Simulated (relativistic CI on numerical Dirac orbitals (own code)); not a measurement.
# Electric-dipole lines of Sb48+

These numbers are calculated, not measured: Dirac-Coulomb-Breit CI, KLI orbitals optimised for each configuration, model QED (radiative potential, 1s self-energy scaled to tabulated hydrogen-like ionisation energies), unscaled Slater integrals (own radial code, finite nucleus).

CI space (outside the closed core 1s2): 2s, 2p, 3s, 3p, 3d, 4s, 4p, 4d, 4f, 5s, 5p, 5d, 5f, 5g. Levels of other configurations are missing.

| λ vac (Å) | Lower | Upper | A (s⁻¹) | log gf | S velocity/length |
| --- | --- | --- | --- | --- | --- |
| 1.7127 | 2p 2P°_1/2 [2] | 5d 2D_3/2 [19] | 5.12e+13 | -1.05 | 0.99 |
| 1.7829 | 2p 2P°_3/2 [3] | 5d 2D_5/2 [20] | 5.54e+13 | -0.80 | 1.00 |
| 1.8779 | 2s 2S_1/2 [1] | 4p 2P°_3/2 [11] | 5.52e+13 | -0.93 | 1.00 |
| 1.9088 | 2p 2P°_1/2 [2] | 4d 2D_3/2 [12] | 1.10e+14 | -0.62 | 1.00 |
| 1.9947 | 2p 2P°_3/2 [3] | 4d 2D_5/2 [13] | 1.21e+14 | -0.36 | 1.00 |
| 2.4849 | 2s 2S_1/2 [1] | 3p 2P°_3/2 [6] | 1.22e+14 | -0.35 | 1.00 |
| 2.5286 | 2s 2S_1/2 [1] | 3p 2P°_1/2 [5] | 1.41e+14 | -0.57 | 1.00 |
| 2.5362 | 2p 2P°_1/2 [2] | 3d 2D_3/2 [7] | 3.30e+14 | 0.11 | 1.00 |
| 2.6812 | 2p 2P°_3/2 [3] | 3d 2D_5/2 [8] | 3.73e+14 | 0.38 | 1.00 |
| 2.6966 | 2p 2P°_3/2 [3] | 3d 2D_3/2 [7] | 6.21e+13 | -0.57 | 1.00 |
| 5.0084 | 3s 2S_1/2 [4] | 5p 2P°_3/2 [18] | 8.87e+12 | -0.87 | 0.99 |
| 5.0668 | 3p 2P°_1/2 [5] | 5d 2D_3/2 [19] | 1.70e+13 | -0.58 | 0.99 |
| 5.2394 | 3p 2P°_3/2 [6] | 5d 2D_5/2 [20] | 1.98e+13 | -0.31 | 1.00 |
| 5.2612 | 3d 2D_3/2 [7] | 5f 2F°_5/2 [21] | 2.51e+13 | -0.20 | 1.00 |
| 5.3144 | 3d 2D_5/2 [8] | 5f 2F°_7/2 [23] | 2.62e+13 | -0.05 | 1.00 |
| 7.1687 | 3s 2S_1/2 [4] | 4p 2P°_3/2 [11] | 1.57e+13 | -0.32 | 1.00 |
| 7.2802 | 3p 2P°_1/2 [5] | 4d 2D_3/2 [12] | 3.35e+13 | 0.03 | 1.00 |
| 7.3224 | 3s 2S_1/2 [4] | 4p 2P°_1/2 [10] | 1.87e+13 | -0.52 | 1.00 |
| 7.6164 | 3p 2P°_3/2 [6] | 4d 2D_5/2 [13] | 4.04e+13 | 0.32 | 1.00 |
| 7.6620 | 3d 2D_3/2 [7] | 4f 2F°_5/2 [14] | 7.54e+13 | 0.60 | 1.00 |
| 7.6690 | 3p 2P°_3/2 [6] | 4d 2D_3/2 [12] | 6.88e+12 | -0.61 | 1.00 |
| 7.7623 | 3d 2D_5/2 [8] | 4f 2F°_7/2 [15] | 7.94e+13 | 0.76 | 1.00 |
| 7.7892 | 3d 2D_5/2 [8] | 4f 2F°_5/2 [14] | 5.27e+12 | -0.54 | 1.00 |
| 7.9289 | 3p 2P°_3/2 [6] | 4s 2S_1/2 [9] | 1.04e+13 | -0.71 | 1.00 |
| 15.598 | 4s 2S_1/2 [9] | 5p 2P°_3/2 [18] | 3.65e+12 | -0.27 | 1.00 |
| 15.806 | 4p 2P°_1/2 [10] | 5d 2D_3/2 [19] | 6.76e+12 | 0.01 | 1.00 |
| 15.971 | 4s 2S_1/2 [9] | 5p 2P°_1/2 [17] | 4.40e+12 | -0.47 | 1.00 |
| 16.447 | 4p 2P°_3/2 [11] | 5d 2D_5/2 [20] | 8.42e+12 | 0.31 | 1.00 |
| 16.535 | 4d 2D_3/2 [12] | 5f 2F°_5/2 [21] | 1.40e+13 | 0.54 | 1.00 |
| 16.573 | 4p 2P°_3/2 [11] | 5d 2D_3/2 [19] | 1.45e+12 | -0.62 | 1.00 |
| 16.722 | 4d 2D_5/2 [13] | 5f 2F°_7/2 [23] | 1.49e+13 | 0.70 | 1.00 |
| 16.726 | 4f 2F°_5/2 [14] | 5g 2G_7/2 [22] | 2.38e+13 | 0.90 | 1.00 |
| 16.785 | 4d 2D_5/2 [13] | 5f 2F°_5/2 [21] | 9.99e+11 | -0.60 | 1.00 |
| 16.813 | 4f 2F°_7/2 [15] | 5g 2G_9/2 [24] | 2.45e+13 | 1.02 | 1.00 |
| 16.852 | 4f 2F°_7/2 [15] | 5g 2G_7/2 [22] | 8.72e+11 | -0.53 | 1.00 |
| 16.968 | 4d 2D_5/2 [13] | 5p 2P°_3/2 [18] | 1.14e+12 | -0.71 | 1.00 |
| 17.192 | 4p 2P°_3/2 [11] | 5s 2S_1/2 [16] | 3.56e+12 | -0.50 | 1.00 |
| 30.863 | 2s 2S_1/2 [1] | 2p 2P°_3/2 [3] | 2.43e+11 | -0.86 | 1.05 |
| 105.99 | 3s 2S_1/2 [4] | 3p 2P°_3/2 [6] | 3.65e+10 | -0.61 | 1.01 |
| 128.80 | 3p 2P°_1/2 [5] | 3d 2D_3/2 [7] | 1.31e+10 | -0.89 | 0.98 |
| 253.76 | 4s 2S_1/2 [9] | 4p 2P°_3/2 [11] | 8.94e+09 | -0.46 | 1.00 |
| 306.45 | 4p 2P°_1/2 [10] | 4d 2D_3/2 [12] | 4.15e+09 | -0.63 | 1.00 |
| 498.93 | 5s 2S_1/2 [16] | 5p 2P°_3/2 [18] | 2.96e+09 | -0.36 | 1.01 |
| 600.61 | 5p 2P°_1/2 [17] | 5d 2D_3/2 [19] | 1.51e+09 | -0.49 | 1.02 |
| 1583.0 | 5p 2P°_3/2 [18] | 5d 2D_5/2 [20] | 9.95e+07 | -0.65 | 0.98 |

Terms are leading LS components. Brackets give the number of a level in order of energy, since labels repeat. The list gives strong lines, with weight on those to low levels. Levels whose partners in the same complex of configurations lie outside the list can be far off, and so can their lines. Rates are taken at the computed energies, electric ones in the length gauge. A velocity-to-length ratio far from 1 marks an uncertain rate.

At this charge energies of transitions that change n are usually good to better than 1 %, and those within a shell (Δn = 0) to a few per cent.
